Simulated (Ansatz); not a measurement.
The same path of BBrH2 + CH4 (9 atoms, charge 0, multiplicity 1) was run twice with different band settings. Lost on the way: B1–Br2, H5–C6. Made: B1–C6, Br2–H5.

Theory: UKS B3LYP/def2-SVP in Ansatz.

Relaxed end points:

```xyz
9
Properties=species:S:1:pos:R:3
B -0.378 -1.996 -0.541
Br 0.341 -2.058 -2.303
H -1.539 -1.721 -0.418
H 0.355 -2.241 0.375
H 0.477 1.235 -0.433
C 0.244 1.602 0.577
H -0.357 2.520 0.502
H -0.324 0.839 1.129
H 1.180 1.819 1.112
```

```xyz
9
Properties=species:S:1:pos:R:3
B -0.428 -0.808 0.423
Br 0.809 -0.787 -2.473
H -1.501 -1.104 -0.047
H 0.330 -1.701 0.721
H 1.096 0.612 -2.422
C -0.112 0.672 0.821
H -0.637 1.438 0.228
H -0.516 0.759 1.854
H 0.959 0.918 0.896
```

Common settings: spring 5.0 eV/Å²; optimiser quadratic models (default); start path through a guess of the saddle point; force threshold 0.03 eV/Å; iteration limit 60; end points relaxed.

| run | movable images | climbing image |
| --- | --- | --- |
| 1 | 5 | yes |
| 2 | 3 | no |

**Question.** What does each run give, and how far can it be trusted?

**Answer.** Run 1: converged after 12 iterations, highest image 1.533 eV above the first end. A vibrational analysis at the climbing image gives one clearly imaginary mode, 839i cm⁻¹: a first-order saddle point.
Run 2: converged after 7 iterations, highest image 0.998 eV above the first end. No image climbed, so the highest image needn't sit at the top of the path. A band with more images between the same ends climbed to 1.53 eV, so this one has probably stepped over the top. So few images can step over the top or miss a turn of the path.
The orbitals stay closed-shell, which can raise the energy where a bond breaks towards radicals; this wasn't checked here.
